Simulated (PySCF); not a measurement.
Ionisation energy of Co²⁺ by level of theory

Co²⁺ [Ar] 3d7 (4F) → Co³⁺ [Ar] 3d6 (5D), as a difference of total energies. Calculation: PySCF 2.14, in pcseg-2 (6s4p3d2f1g, 56 functions); no relativity, point nucleus. Correlated levels: valence: [Ar] frozen. The calculations carry no spin-orbit coupling.

Order these methods by the ionisation energy they give, lowest first.
A. BP86
B. SCS-MP2 (valence)
C. UHF
D. M06-2X

C (31.328 eV), B (33.040 eV), D (33.496 eV), A (34.509 eV).

These non-relativistic numbers lack the scalar-relativistic shift.

The reference lies between the lowest fine-structure levels, while these numbers refer to the centres of the terms.

Errors of the correlated levels include the incompleteness of this basis and the frozen core.

For comparison: 33.5 ± 0.06 eV (semi-empirical (NIST evaluation); NIST Atomic Spectra Database, ionization energies).
